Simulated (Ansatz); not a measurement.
Reaction (redistribution): `O[SiH2][SiH](O)O` + `[CH3][AlH][O][SiH2]C` → `[CH3][AlH][O][SiH2]O` + `C[SiH2][SiH](O)O`

Gas-phase electronic energies from Ansatz, PBE0-D4/def2-TZVP geometries. CBS: MP2 limit from def2 TZ/QZ plus the TZ coupled-cluster correction, frozen cores. DFT in def2-TZVPP. B3LYP here is the variant with VWN-RPA as its local correlation; programs differ in this. Each species was taken in one conformer, which may not be the lowest.

| level | ΔE (kJ/mol) | difference from CCSD(T)/CBS |
| --- | --- | --- |
| PBE-D4 | -22.3 | 2.1 |
| r2SCAN-D4 | -23.2 | 1.2 |
| PBE0-D4 | -23.4 | 1.0 |
| B3LYP-D4 | -22.2 | 2.2 |
| ωB97X-V | -22.4 | 2.0 |
| ωB97M-V | -22.9 | 1.5 |
| B2PLYP | -24.4 | 0.0 |
| PBE | -23.3 | 1.1 |
| r2SCAN | -23.4 | 1.0 |
| PBE0 | -24.2 | 0.2 |
| B3LYP | -23.7 | 0.7 |
| HF/def2-TZVPP | -25.4 | -1.0 |
| MP2/def2-TZVPP | -25.8 | -1.4 |
| SCS-MP2/def2-TZVPP | -25.1 | -0.7 |
| CCSD/def2-TZVPP | -25.6 | -1.2 |
| CCSD(T)/def2-TZVPP | -25.5 | -1.1 |
| HF/def2-QZVPP | -25.7 | -1.3 |
| MP2/def2-QZVPP | -25.2 | -0.8 |
| SCS-MP2/def2-QZVPP | -24.6 | -0.2 |
| HF/CBS(def2) | -25.7 | -1.3 |
| MP2/CBS(def2) | -24.6 | -0.2 |
| CCSD/CBS(def2) | -24.4 | 0.0 |
| CCSD(T)/CBS | -24.4 | 0 |

Largest T1 diagnostic among the species: 0.012.

CCSD(T)/CBS has its own doubt, a few kJ/mol and more with outer-core shells, so smaller differences from it don't rank the levels.
